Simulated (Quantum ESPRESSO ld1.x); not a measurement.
Question: These are the eigenvalues of the occupied orbitals of an atom or ion with whole-number occupations (hartree). Calculated with ld1.x of Quantum ESPRESSO 7.5: Dirac Kohn-Sham, OLYP, spin-unpolarised, spherical densities, point nucleus.

orbital  eigenvalue
1s1/2      -521.023
2s1/2      -69.4972
2p1/2      -62.9076
2p3/2      -60.9296
3s1/2      -10.6585
3p1/2      -8.32908
3p3/2      -8.03738
3d3/2      -3.97945
3d5/2      -3.93114
4s1/2      -1.69069
4p1/2      -1.15612
4p3/2      -1.12672

Which element is it, and in what charge state? The configuration may be excited. Open shells, if any, fill j = l - 1/2 first.

Answer: Z = 36, krypton, charge +2: Kr2+ in [Ar] 3d10 4s2 4p4. The list shows which subshells hold electrons but not how many an open one holds; the 1s level, -521.02 hartree, gives Z - s = 32.3 by -(Z - s)^2/2, which with screening and relativity narrows Z to a few neighbours, and the depths of the outer levels then fix element, charge and occupations together.
